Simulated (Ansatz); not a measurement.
Geometry optimisation, RKS BHLYP-D4/def2-SVP in Ansatz 0.2.0.

Input file:

```yaml
crystal:
  periodic: [false, false, false]
  atoms:
    - { symbol: Ga, position_ang: [0.150381, 0.392345, -1.338847] }
    - { symbol: Cl, position_ang: [1.307255, -0.400166, 1.80137] }
    - { symbol: H, position_ang: [1.955536, 0.056569, 0.736555] }
    - { symbol: "N", position_ang: [-1.63666, 0.072229, -0.970476] }
    - { symbol: H, position_ang: [-1.99843, -0.312015, -0.107961] }
    - { symbol: H, position_ang: [-2.392981, 0.191037, -1.630441] }
basis:
  gaussian: { orbitals: def2-SVP }
hamiltonian:
  xc: { name: BHLYP }
  dispersion: d4
relax:
  f_tol: 0.03
  max_steps: 50
```

Launched with:

```bash
$ ansatz run input.yaml --threads 1 --pin off --max-ram 2048MiB --backend cpu --events-out ev --progress --plain --runs-dir out
```

Where does it end, and by what steps?

The run converged. After 10 steps the energy has fallen by 0.055 eV; H3 moved furthest, 0.39 Å.

| step | energy less start (eV) | largest force component (eV/Å) | accepted |
| --- | --- | --- | --- |
| 0 | 0.0000 | 1.055 | yes |
| 1 | -0.0064 | 0.933 | yes |
| 2 | -0.0411 | 0.289 | yes |
| 3 | -0.0345 | 0.755 | no |
| 4 | -0.0474 | 0.110 | yes |
| 5 | -0.0525 | 0.050 | yes |
| 6 | -0.0543 | 0.048 | yes |
| 7 | -0.0307 | 1.072 | no |
| 8 | -0.0546 | 0.132 | yes |
| 9 | -0.0518 | 0.372 | no |
| 10 | -0.0551 | 0.004 | yes |

```xyz
6
Properties=species:S:1:pos:R:3
Ga 0.097 0.459 -1.535
Cl 1.060 -0.356 1.534
H 2.187 -0.007 1.038
N -1.624 0.052 -0.964
H -1.884 -0.268 -0.042
H -2.450 0.120 -1.541
```

Time of the run: 30 s on 1 thread of Arm Neoverse V2, on a shared host, peak memory 0.15 GiB.
